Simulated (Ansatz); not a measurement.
The same ligand exchange along the group B, Al, Ga, In.

Gas-phase electronic energies from Ansatz, PBE0-D4/def2-TZVP geometries. CCSD(T)/CBS adds triple-zeta CCSD(T) − MP2 to the extrapolated MP2 energy (def2 sets, frozen cores). Small cases extrapolate CCSD(T) itself. DFT in def2-TZVPP. B3LYP here is the variant with VWN-RPA as its local correlation; programs differ in this. def2 core potentials past Kr. For Ga, In outer-core shells are correlated without core-valence functions, which leaves a few kJ/mol of doubt a bond. Scalar relativity is left out up to krypton. Each species was taken in one conformer, which may not be the lowest.

| reaction | r2SCAN-D4 (kcal/mol) | CCSD/CBS(def2) (kcal/mol) | B3LYP-D4 (kcal/mol) |
| --- | --- | --- | --- |
| `NB(F)S` + H–F → `FB(F)S` + NH₃ | -8.6 | -7.4 | -7.9 |
| `[NH2][Al]([F])[SH]` + H–F → `[F][Al]([F])[SH]` + NH₃ | -21.7 | -21.2 | -21.5 |
| `[NH2][Ga]([F])[SH]` + H–F → `[F][Ga]([F])[SH]` + NH₃ | -10.7 | -7.4 | -10.1 |
| `[NH2][In]([F])[SH]` + H–F → `[F][In]([F])[SH]` + NH₃ | -11.0 | -8.4 | -10.7 |

Question: Give the CCSD(T)/CBS values in the same order. (An estimate is asked.)

Answer: Ansatz gave: -7.0, -20.9, -7.3, -8.1 kcal/mol.

Largest T1 diagnostic: 0.016, for `[F][In]([F])[SH]`.

Extrapolated directly: `NB(F)S` + H–F → `FB(F)S` + NH₃.
